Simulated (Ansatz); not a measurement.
`CN(C)[B]O` radical: the same geometry under several functionals.

```yaml
crystal:
  periodic: [false, false, false]
  atoms:
    - {symbol: C, position_ang: [-1.062770, -0.172614, 0.396605]}
    - {symbol: N, position_ang: [0.273742, 0.048500, -0.104526]}
    - {symbol: C, position_ang: [1.240803, -0.910354, 0.372705]}
    - {symbol: B, position_ang: [0.632477, 1.083612, -0.970678]}
    - {symbol: O, position_ang: [-0.144216, 2.054707, -1.503729]}
    - {symbol: H, position_ang: [-1.089662, -0.114646, 1.491134]}
    - {symbol: H, position_ang: [-1.759262, 0.573309, 0.008592]}
    - {symbol: H, position_ang: [-1.436802, -1.160508, 0.102988]}
    - {symbol: H, position_ang: [1.314376, -0.886673, 1.466976]}
    - {symbol: H, position_ang: [2.219340, -0.678565, -0.046682]}
    - {symbol: H, position_ang: [0.965682, -1.930208, 0.076727]}
    - {symbol: H, position_ang: [-1.076809, 2.038241, -1.256111]}
basis:
  gaussian: {orbitals: def2-TZVPP}
magnetization: {spin_polarized: true, initial_magnetization: 1}
hamiltonian: {xc: {name: BHLYP}, dispersion: d4}
output: {orbitals: {seedname: orbitals}}
```

```sh
$ ansatz run in.yaml --threads 2 --pin off --events-out ev --progress --plain --max-ram 32768MiB --backend cpu
```

It prints (some lines left out):

```
Functional definition: BHLYP
1410 factors; their error is unknown
mean field evaluation 1: about -6392.8306 eV, gradient 4.4e1 eV
mean field evaluation 2: about -6392.8620 eV, gradient 4.5e1 eV
mean field evaluation 4: about -6400.5586 eV, gradient 1.7e0 eV
mean field evaluation 8: about -6400.5751 eV, gradient 8.1e-2 eV
mean field evaluation 16: about -6400.6000 eV, gradient 4.0e-4 eV
mean field -6400.60002247 eV, -235.2177123433 hartree, gradient 5.6e-5 eV, S^2 0.752111; 0 other end points of the search recorded, 0 dependent functions left out
reference -6400.60021410 eV, -235.2177193855 hartree; 20, 19 occupied and 233, 234 virtual orbitals, 1410 factors
Total energy: -6400.83575078 eV, -235.2263751988 hartree
```

It took 9 s on 2 threads of an AMD EPYC 7R13 on a shared host, with 0.8 GiB of host memory at the peak.

Changing it to `hamiltonian: {xc: pbe, dispersion: d4}` and forces (abridged; 6 s):

```
Functional definition: PBE
mean field evaluation 16: about -6396.0016 eV, gradient 6.2e-3 eV
mean field -6396.00160543 eV, -235.0487236338 hartree, gradient 2.0e-5 eV, S^2 0.753393
Total energy: -6396.21703422 eV, -235.0566404958 hartree
Atom 0 force    -0.115426    -0.018887     0.043034 eV/Å
Atom 1 force     0.085345     0.010440    -0.029173 eV/Å
Atom 2 force     0.082420    -0.084313     0.042655 eV/Å
Atom 3 force     0.235907    -0.007887    -0.053578 eV/Å
Atom 4 force     0.332045     0.311338    -0.317363 eV/Å
Atom 5 force    -0.016944     0.005766     0.232459 eV/Å
Atom 6 force    -0.153488     0.170235    -0.089591 eV/Å
Atom 7 force    -0.088403    -0.209152    -0.053043 eV/Å
Atom 8 force     0.022434    -0.008081     0.233508 eV/Å
Atom 9 force     0.205718     0.048362    -0.087870 eV/Å
Atom 10 force    -0.049464    -0.223219    -0.053103 eV/Å
Atom 11 force    -0.540145     0.005398     0.132066 eV/Å
Dipole moment:    -0.404032    -0.328275     0.348022 e Å
```

The same input with `hamiltonian: {xc: {name: B97M-V}}` (abridged; 16 s):

```
Functional definition: B97M-V
mean field evaluation 16: about -6403.5225 eV, gradient 7.0e-3 eV
mean field -6403.52254315 eV, -235.3251129972 hartree, gradient 8.6e-5 eV, S^2 0.754533
Total energy: -6403.52260819 eV, -235.3251153875 hartree
```

Changing it to `hamiltonian: {xc: pbe0, dispersion: d4}` (abridged; 7.5 s):

```
Functional definition: PBE0
mean field evaluation 16: about -6396.6321 eV, gradient 4.8e-4 eV
mean field -6396.63208479 eV, -235.0718933230 hartree, gradient 5.5e-5 eV, S^2 0.753306
Total energy: -6396.81195026 eV, -235.0785032572 hartree
```

Changing it to `hamiltonian: {xc: {name: r2SCAN0}, dispersion: d4}` (abridged; 12 s):

```
Functional definition: r2SCAN0
mean field evaluation 16: about -6399.8845 eV, gradient 5.6e-3 eV
mean field -6399.88454454 eV, -235.1914190144 hartree, gradient 5.5e-5 eV, S^2 0.754126
Total energy: -6399.94703432 eV, -235.1937154714 hartree
```

Changing it to `hamiltonian: {xc: hse06, dispersion: d4}` (abridged; 8.5 s):

```
Functional definition: HSE06
mean field evaluation 16: about -6396.2808 eV, gradient 1.2e-3 eV
mean field -6396.28078185 eV, -235.0589831783 hartree, gradient 5.2e-5 eV, S^2 0.753312
Total energy: -6396.44630441 eV, -235.0650660201 hartree
```

HSE06 is the plane-wave form, built on full-range PBE exchange.
